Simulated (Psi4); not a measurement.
Psi4 input (wB97X-D/6-31G*):

```
memory 1500 MB

molecule {
1 2
C    -1.53979150    0.26545639    0.27089219
C    -0.62338202   -0.98154047    0.20237947
C     0.59707019   -0.03733106    0.27862315
C    -0.32373306    1.12397970   -0.15764146
N     1.71320044   -0.34677875   -0.60216196
H    -1.85565850    0.48487070    1.29119961
H    -2.41652261    0.27983329   -0.37473893
H    -0.66443027   -1.45559828   -0.77908749
H    -0.72968169   -1.74198353    0.97616781
H     0.89113256    0.10039388    1.32883462
H    -0.18380706    2.09367149    0.32031273
H    -0.28014244    1.24464730   -1.24079997
H     2.17970751   -1.19598411   -0.30018422
H     2.40601783    0.39421310   -0.57209056
symmetry c1
no_reorient
no_com
}

set {
  basis 6-31G*
  reference uks
  scf_type pk
  dft_radial_points 99
  dft_spherical_points 590
  e_convergence 1e-8
  d_convergence 1e-7
  maxiter 150
}

e = energy('wb97x-d')
print_out(f'\nFINAL {e:.10f} DIPOLE {variable("CURRENT DIPOLE")[0]:.6f} {variable("CURRENT DIPOLE")[1]:.6f} {variable("CURRENT DIPOLE")[2]:.6f}\n')
```

From the last part of the output:

```
  HONO-1 :   19  A 1.9987649
  HONO-0 :   20  A 1.0000000
  LUNO+0 :   21  A 0.0012351
  LUNO+1 :   22  A 0.0002611
  LUNO+2 :   23  A 0.0001991
  LUNO+3 :   24  A 0.0001771

Computation Completed

Properties will be evaluated at   0.000000,   0.000000,   0.000000 [a0]

Properties computed using the SCF density matrix

 Multipole Moments:

 ------------------------------------------------------------------------------------
     Multipole            Electronic (a.u.)      Nuclear  (a.u.)        Total (a.u.)
 ------------------------------------------------------------------------------------

 L = 1.  Multiply by 2.5417464519 to convert [e a0] to [Debye]
 Dipole X            :          1.7233792            0.0000001            1.7233793
 Dipole Y            :         -0.2327318           -0.0000001           -0.2327319
 Dipole Z            :          0.0732931           -0.0000000            0.0732930
 Magnitude           :                                                    1.7405667

 ------------------------------------------------------------------------------------

FINAL -212.1664768853 DIPOLE 1.723379 -0.232732 0.073293

*** Psi4 exiting successfully. Buy a developer a beer!
```

The dipole moment of an ion depends on the origin.
